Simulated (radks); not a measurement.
Yb55+, 15 electrons, occupied as [Ne] 3s2 3p3. Calculated with a radial shooting solver on a logarithmic mesh with Libxc functionals: non-relativistic Kohn-Sham, PBE, spin-polarised, spherical densities, point nucleus; open shells are filled with parallel spins first (spin-orbit coupling, left out, can overturn this in heavy ions); relativity is left out, which matters for an element this heavy. Some entries of the table are withheld. Estimate them.

| orbital | occ. | eigenvalue (eV) | <1/r> (bohr^-1) |
|---|---|---|---|
| 1s up | 1 | -60855.04 | 69.47 |
| 1s down | 1 | -60845.29 | 69.47 |
| 2s up | 1 | -13117.47 | 16.46 |
| 2s down | 1 | -13110.02 | 16.47 |
| 2p up | 3 | -12763.35 | (1) |
| 2p down | 3 | -12752.87 | (2) |
| 3s up | 1 | (3) | (4) |
| 3s down | 1 | (5) | (6) |
| 3p up | 3 | -5227.332 | 6.863 |
| 3p down | 0 | -5194.199 | 6.857 |

Answer. 
(1) 2p up <1/r> (bohr^-1): 16.44
(2) 2p down <1/r> (bohr^-1): 16.44
(3) 3s up eigenvalue (eV): -5361.227
(4) 3s up <1/r> (bohr^-1): 6.913
(5) 3s down eigenvalue (eV): -5328.718
(6) 3s down <1/r> (bohr^-1): 6.897
